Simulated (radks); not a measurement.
The table gives one normalised radial function P(r) = r R(r) (large component) of Mg8+ in [He] 2s1 3s1 (r in bohr). Calculated with a radial shooting solver on a logarithmic mesh with Libxc functionals: Dirac Kohn-Sham, PBE, spin-unpolarised, spherical densities, point nucleus.

r,P
0.005221,0.1279
0.006479,0.1562
0.008106,0.1913
0.01006,0.2316
0.01259,0.2806
0.01562,0.3350
0.01954,0.3985
0.02426,0.4653
0.03035,0.5373
0.03766,0.6045
0.04712,0.6638
0.05848,0.6998
0.07316,0.6994
0.0908,0.6452
0.1136,0.5138
0.141,0.3005
0.1764,-0.0134
0.2189,-0.3879
0.2739,-0.8030
0.3399,-1.1561
0.4252,-1.3837
0.532,-1.3940
0.6603,-1.1904
0.826,-0.8358
1.025,-0.4822
1.283,-0.2109
1.592,-0.0695
1.991,-0.0148
2.472,-0.0021
3.092,-0.0001
3.838,0.0000

Which n and l does it have? It may be an empty orbital.

Answer. n = 2, l = 0: the number of nodes gives n - l - 1 = 1, the rise at small r points to l (this Dirac orbital starts as r^gamma with gamma = sqrt((l + 1)^2 - (Z/c)^2) = 1.00; the j = 1/2 orbital of l + 1 starts with the same power, but with a smaller coefficient, and then steepens), and the extent must fit the shell. The curve is that of 2s1/2. 2s1/2: eigenvalue -325.38 eV, 1 radial node at r = 0.175 bohr, <r> = 0.562 bohr, 90 % of the charge inside 0.860 bohr.
